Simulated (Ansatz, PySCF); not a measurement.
This singlet lies 1.86 eV below the relaxed triplet at the level frozen-core CCSD(T)/cc-pVTZ // PBE0-D3(BJ)/def2-TZVP (Ansatz, an electronic-structure program).

Cartesian coordinates (Å):
```xyz
5

N     -0.6032    -0.0351     0.0048
Ge     1.0029    -0.8626     0.1833
H     -1.4725    -0.5341     0.1053
H     -0.7410     0.9416    -0.1991
H      1.8138     0.4903    -0.0944
```
Charge 0, multiplicity 1.

Task: Predict the total energy, dipole moment, LUMO, HOMO and HOMO–LUMO gap from PBE-D3(BJ)/def2-TZVP // PBE0-D3(BJ)/def2-TZVP (PySCF 2.14.0).

Result: 
```
Item                  Value
-------------  ------------
total energy   -58047.16 eV
dipole moment        1.68 D
LUMO               -2.41 eV
HOMO               -5.46 eV
HOMO–LUMO gap       3.05 eV
```
